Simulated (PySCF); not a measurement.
A PySCF script (with the pyscf-properties extension) for the NMR shieldings of `CC#CBCOCF`, C$_{5}$H$_{8}$BFO, on a GFN2-xTB geometry:

```python
import basis_set_exchange as bse
import numpy as np
from pyscf import gto, dft
from pyscf.prop import nmr

atoms = """
C     3.490644   -0.047503    0.458830
C     2.251052    0.166373   -0.246065
C     1.212036    0.342776   -0.841069
B    -0.071165    0.553312   -1.567260
C    -1.463988    0.421835   -0.824975
O    -1.352033    0.099955    0.568168
C    -2.537858   -0.002895    1.216141
F    -3.167974    1.226067    1.336170
H     4.185910    0.764578    0.245697
H     3.939573   -0.983974    0.127079
H     3.315103   -0.099217    1.533073
H    -0.089211    0.817658   -2.708337
H    -2.085606   -0.345297   -1.316231
H    -2.018722    1.366381   -0.929210
H    -2.344218   -0.352999    2.235910
H    -3.271143   -0.650622    0.700668
"""
names = dict.fromkeys(["C", "B", "O", "F", "H"], "pcSseg-1")
basis = {el: gto.basis.parse(bse.get_basis(n, elements=[el], fmt="nwchem")) for el, n in names.items()}
mol = gto.M(atom=atoms, basis=basis, charge=0, verbose=0)
mf = dft.RKS(mol, xc="PBE0")
mf.grids.level = 2
mf.grids.alignment = dft.numint.BLKSIZE   # the property module wants whole blocks of grid points
mf.conv_tol = 1e-9
mf.kernel()

calc = nmr.RKS(mf)   # GIAO
C = mf.mo_coeff
Co = C[:, mf.mo_occ > 0]
resp = mf.gen_response(singlet=True, hermi=2)
def vind(x):   # induced exchange potential for any number of trial vectors
    d = np.einsum("pi,xij,qj->xpq", C, 2 * x.reshape(-1, C.shape[1], Co.shape[1]), Co, optimize=True)
    return np.einsum("xpq,pi,qj->xij", resp(d - d.transpose(0, 2, 1)), C, Co, optimize=True).ravel()
mo1, _ = nmr.rhf.solve_mo1(calc, with_cphf=vind)
sigma = calc.kernel(mo1)
for i, s in enumerate(sigma):   # ppm
    w = np.linalg.eigvalsh((s + s.T) / 2)
    print("%2d %-2s iso %8.1f  s11 %8.1f  s22 %8.1f  s33 %8.1f" % (i, mol.atom_pure_symbol(i), w.mean(), *w))
```

Question: What are the results?

Answer: 
```
 0 C  iso    178.6  s11    171.4  s22    173.2  s33    191.2
 1 C  iso     33.4  s11    -28.6  s22      2.7  s33    126.1
 2 C  iso     89.7  s11     -3.7  s22      2.4  s33    270.2
 3 B  iso     35.5  s11    -28.5  s22     10.4  s33    124.6
 4 C  iso    109.3  s11     77.5  s22    100.9  s33    149.6
 5 O  iso    250.5  s11    187.1  s22    271.9  s33    292.6
 6 C  iso     78.0  s11     51.2  s22     79.7  s33    103.1
 7 F  iso    351.7  s11    245.4  s22    378.2  s33    431.5
 8 H  iso     29.2  s11     24.7  s22     27.3  s33     35.6
 9 H  iso     29.2  s11     24.9  s22     27.3  s33     35.5
10 H  iso     29.2  s11     24.1  s22     28.0  s33     35.4
11 H  iso     25.2  s11     22.2  s22     26.5  s33     27.0
12 H  iso     28.0  s11     24.8  s22     26.2  s33     33.0
13 H  iso     27.0  s11     22.5  s22     26.2  s33     32.4
14 H  iso     25.9  s11     21.4  s22     26.2  s33     30.2
15 H  iso     26.3  s11     22.1  s22     26.7  s33     30.1
```

These numbers come from an equivalent density-fitted implementation of the same equations, which agrees with the script to about 0.01 ppm for H and up to a few tenths of a ppm for heavy atoms, so last digits may differ.

Size and cost of the density-fitted run: 176 basis functions, 110 s wall time (83 s CPU) on 1 thread of an Intel Xeon, shared host; peak memory 0.78 GiB.
